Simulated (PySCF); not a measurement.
Sn(H)(Br)2(OH) (Br2H2OSn), SMILES [OH][SnH]([Br])[Br].

Coordinates come from a PBE0-D3(BJ)/def2-SVP optimisation. The structure was generated by enumeration; whether it is a known compound was not checked. The def2 effective core potentials stand for the cores of Sn; spin–orbit coupling is left out. The values are those of a single conformer.

The numbers are results of r2SCAN/def2-TZVP (PySCF), not measurements.

Symmetry labels are those of the subgroup Cs that the program uses (full group Cs).

Computed valence orbital energies around the gap with their symmetry:
| orbital | symmetry | energy (eV) |
|---|---|---|
| HOMO−7 | A' | -9.88 |
| HOMO−6 | A" | -9.65 |
| HOMO−5 | A' | -9.05 |
| HOMO−4 | A" | -8.11 |
| HOMO−3 | A' | -7.97 |
| HOMO−2 | A' | -7.84 |
| HOMO−1 | A" | -7.79 |
| HOMO | A" | -7.65 |
| LUMO | A' | -2.97 |
| LUMO+1 | A' | -0.93 |
| LUMO+2 | A" | -0.84 |
| LUMO+3 | A' | 0.59 |
